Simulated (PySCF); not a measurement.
Species: C₈H₈F₃N.
Structure used (PBE0-D3(BJ)/def2-SVP), in Å, numbered top down from 1:
```xyz
20
C8H8F3N angstrom
N     -4.085    0.285    1.042
C     -2.945    0.089    1.009
C     -1.503   -0.155    0.949
C     -0.735    1.146    0.916
C      0.354    1.328    0.166
C      0.931    0.269   -0.730
C      2.445    0.271   -0.662
F      2.965   -0.621   -1.510
F      2.890   -0.031    0.561
F      2.945    1.469   -0.984
C      0.367   -1.116   -0.420
C     -1.141   -1.057   -0.239
H     -1.244   -0.682    1.889
H     -1.104    1.958    1.548
H      0.860    2.297    0.182
H      0.703    0.536   -1.779
H      0.632   -1.818   -1.223
H      0.835   -1.493    0.504
H     -1.556   -2.063   -0.082
H     -1.614   -0.652   -1.149
```

Computed, not measured: PBE0-D3(BJ)/def2-SVP geometry optimisation, gas phase in PySCF 2.14.0.

Take the most abundant isotopes and a rigid rotor. The values belong to one conformer with, in the numbering `[N:1]#[C:2][C@@H:3]1[CH:4]=[CH:5][C@@H:6]([C:7]([F:8])([F:9])[F:10])[CH2:11][CH2:12]1`, C2–C3–C4–C5 -141°, C4–C5–C6–C7 -140°, C5–C6–C11–C12 45°, C6–C11–C12–C3 -62°.

Q: What are A, B and C (cm⁻¹)?

A: Ia = 200.16, Ib = 1068.96, Ic = 1152.99 u·Å²; 505379 MHz·u·Å²/I gives 2525, 472.8 and 438.3 MHz, that is A = 0.08422, B = 0.01577, C = 0.01462 cm⁻¹.

Q: Classify the top.

A: A near-prolate asymmetric top; Ray's κ = -0.967.

Q: Is it planar, by Δ = Ic − Ia − Ib?

A: Not planar: Δ = Ic − Ia − Ib = -116.13 u·Å². For a rigid frame Δ = −2 Σ m c², so Σ m c² = 58.06 u·Å² lies off the ab plane: 8.58 from hydrogen and 49.49 from heavier atoms. The atom farthest from that plane is 1.61 Å away.

Q: Give the other two planar moments, Paa and Pbb, and the rms extents of the mass along the axes.

A: Paa = Σ m a² = (Ib + Ic − Ia)/2 = 1010.90 and Pbb = Σ m b² = (Ia + Ic − Ib)/2 = 142.09 u·Å². With the mass M = 175.06 u, the rms extents √(P/M) along a, b and c are 2.40, 0.90, 0.58 Å.

Q: Where do the levels up to J = 2 lie, in MHz?

A: Above 0(0,0):
J = 1: 1(0,1) 911, 1(1,1) 2963, 1(1,0) 2998
J = 2: 2(0,2) 2733, 2(1,2) 4751, 2(1,1) 4854, 2(2,1) 11011, 2(2,0) 11011
Those of J = 1 are B + C, A + C and A + B.

Q: Which lines would a microwave search look for?

A: The dipole components are |μa| = 1.81 D, |μb| = 0.85 D, |μc| = 0.40 D. Intensities carry the squares of the components, which stand as 1.00 : 0.22 : 0.05 (a : b : c). Some lines, for components of 0.1 D or more:

```
type  branch         J(Ka,Kc)    MHz  lower level (cm⁻¹)
   a       R  1(0,1) ← 0(0,0)    911               0.000
   a       R  2(1,2) ← 1(1,1)   1788               0.099
   b       Q  3(1,2) ← 3(0,3)   2175               0.182
   a       R  3(2,2) ← 2(2,1)   2733               0.367
   a       R  4(1,4) ← 3(1,3)   3575               0.248
   c       R  3(1,2) ← 2(0,2)   4906               0.091
   c       Q  4(2,3) ← 4(1,3)   6037               0.379
   b       Q  3(2,1) ← 3(1,2)   6107               0.255
   c       R  3(2,1) ← 2(1,1)   8892               0.162
   c       R  4(2,3) ← 3(1,3)   9956               0.248
   c       R  3(3,0) ← 2(2,0)  13080               0.367
   c       R  3(3,1) ← 2(2,1)  13080               0.367
```

Q: Estimate the classical rotational partition function at 100 K, 298.15 K and 500 K.

A: Point group C1, symmetry number σ = 1; q = (√π/σ)·√((kT/h)³/(ABC)), k/h = 20836.6 MHz/K: 233000 at 100 K, 1200000 at 298.15 K, 2610000 at 500 K.

PBE0-D3(BJ)/def2-SVP frequencies: not computed here. Zero-point vibration and centrifugal distortion are left out. Quadrupole hyperfine structure (14N) is left out.

Cost: about 12 min of CPU time on one thread; the machine was shared, so the figure is rough. This is the geometry optimisation.
